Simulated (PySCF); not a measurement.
Steps of a relaxation of DyOF

DyOF (singlet in the valence; each metal's 4f electrons, 9 of them, lie in its core potential, out of spins and levels). PySCF 2.14.0, RKS PBE0, Dy lcecp-1-SVP with ECP55, O def2-SVP, F def2-SVP; non-relativistic Hamiltonian with scalar-relativistic core potentials where named; density fitting; no spin-orbit coupling. Origin of the start: template. Columns: position (Å) and force (eV/Å). Energies are counted from the last step; some of the 7 steps are shown. Forces carry noise of the integration grid, about 0.01 to 0.03 eV/Å.

Run from Python with OMP_NUM_THREADS=2. Where DIIS fails, smearing, a level shift and second-order steps follow.
It took 8.6 s on 2 threads of Arm Neoverse V1, with other jobs on the host, from the converged density of the start.

```xyz
3
step 0  E = 0.187 eV
Dy    0.0491    0.0000   -0.1409    -1.15    0.00   -1.05
O     1.7023    0.0000    0.5989     0.64    0.00    0.81
F    -1.8564    0.0000    0.7119     0.51    0.00    0.23
```

```xyz
3
step 2  E = 0.028 eV
Dy    0.0241    0.0000   -0.3100     0.61    0.00    0.73
O     1.5851    0.0000    0.6988    -0.99    0.00   -0.55
F    -1.7143    0.0000    0.7809     0.37    0.00   -0.18
```

```xyz
3
step 4  E = 0.000 eV
Dy    0.0270    0.0000   -0.3287     0.10    0.00   -0.02
O     1.5304    0.0000    0.7091    -0.05    0.00   -0.02
F    -1.6624    0.0000    0.7894    -0.05    0.00    0.04
```

**Question.** Where does the relaxation end?

**Answer.** It converges at step 6 in Cs:
```xyz
3
step 6  E = 0
Dy    0.0288    0.0000   -0.3311
O     1.5280    0.0000    0.7097
F    -1.6620    0.0000    0.7911
```

**Question.** How did the contacts change?

**Answer.** 
```tsv
contact	start (Å)	end (Å)
Dy1–O2 (O)	1.811	1.825
Dy1–F3 (F)	2.088	2.029
```


An lcecp potential fixes the number of 4f electrons, so in runs with it no electron can move into or out of that shell.
